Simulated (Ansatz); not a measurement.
`[I][Al]1[CH2][CH2]1` + NH₃ → `[NH2][Al]1[CH2][CH2]1` + HI at 500 K and 1 bar (ligand exchange at the Al–I bond).

Program: Ansatz. Geometries: PBE0-D4/def2-TZVP. ΔE: electronic, gas phase. CCSD(T)/CBS adds triple-zeta CCSD(T) − MP2 to the extrapolated MP2 energy (def2 sets, frozen cores). This one scheme is used for every species. Elements past krypton have def2 core potentials. For I outer-core shells are correlated without core-valence functions, which leaves a few kJ/mol of doubt a bond. Each species was taken in one conformer, which may not be the lowest.

```csv
species,CCSD(T)/CBS energy (Eh),H − E (kJ/mol),S (J/(mol·K))
`[I][Al]1[CH2][CH2]1`,-617.96594,175.1,378.6
NH₃,-56.50880,108.2,211.8
`[NH2][Al]1[CH2][CH2]1`,-376.41160,244.4,367.0
HI,-298.03592,28.6,221.6
```

H − E and S are ideal-gas, rigid-rotor, harmonic terms from PBE0-D4/def2-TZVP, for one conformer and one mirror image of each species. 1 Eh = 2625.50 kJ/mol, R = 8.31446 J/(mol·K).

By hand: ΔE, ΔH, ΔS and ΔG.

ΔE = (-376.41160) + (-298.03592) − (-617.96594) − (-56.50880) = 0.02722 Eh = 71.5 kJ/mol. Δ(H − E) = 244.4 + 28.6 − 175.1 − 108.2 = -10.3, so ΔH = 61.2 kJ/mol. ΔS = 367.0 + 221.6 − 378.6 − 211.8 = -1.8 J/(mol·K). ΔG = 61.2 − 500 × (-1.8)/1000 = 62.1 kJ/mol.

By hand: the equilibrium constant, and the temperature at which ΔG would vanish if ΔH and ΔS stayed fixed.

log₁₀ K = −ΔG/(RT ln 10) = -6.5. ΔH and −TΔS have one sign here, so there is no such temperature.

The number of gas molecules stays the same, so ΔS is small and ΔH decides. A doubt of 5 kJ/mol in ΔE shifts log₁₀ K by 0.5 here. Other conformers and mirror images would add mixing entropy, several J/(mol·K) or more a flexible species. These are equilibria of isolated gas molecules and say nothing of rates. Largest T1 diagnostic: 0.011 (customary marks: 0.02 for closed shells, 0.045 for open ones).

ΔS is within the doubt of such terms, so its sign, and with it that verdict, could turn.
